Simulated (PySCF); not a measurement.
**Ions at one geometry of [CeH2]2+**

PySCF 2.14.0, RKS PBE0, Ce def2-SVP with ECP28, H def2-SVP; non-relativistic Hamiltonian with scalar-relativistic core potentials where named; density fitting; no spin-orbit coupling; singlets restricted, open shells unrestricted. The geometry is relaxed for charge +2, singlet, vacuum:

```xyz
3

Ce    0.0000    0.0000    0.5721
H     1.8673    0.0000    0.5725
H    -1.8673    0.0000    0.5725
```

Energies count from the relaxed state; an electron taken off or put on is at rest in vacuum. Charges and spins are Mulliken's.

```
                     state  energy (eV)  spin squared  charge on Ce1 (e)  spin on Ce1 (e)  dipole about the centre of mass (D)
charge +2, singlet, vacuum         0.00          0.00               1.78             0.00                                 0.00
charge +1, doublet, vacuum       -13.33          0.79               1.47             1.18                                 0.00
```

**Question.** What does the state charge +3, doublet, vacuum give?

**Answer.** energy (eV) 22.02, spin squared 0.75, charge on Ce1 (e) 2.14, spin on Ce1 (e) 0.91, dipole about the centre of mass (D) 0.00.

With an electron taken off (doublet) the charges change, summed by element, by Ce +0.36 e, H +0.64 e. The vertical ionisation energy is 22.02 eV, against −ε(HOMO) = 19.36 eV of the relaxed state. The level lies 2.7 eV too high, as is usual for semilocal functionals and global hybrids, which keep a self-interaction error.

With an electron put on (doublet) the charges change, summed by element, by Ce -0.31 e, H -0.69 e. The vertical electron affinity is 13.33 eV, against −ε(LUMO) = 15.19 eV of the relaxed state.

Open shells may have lower solutions than those found.

No other spin state of this charge was computed.
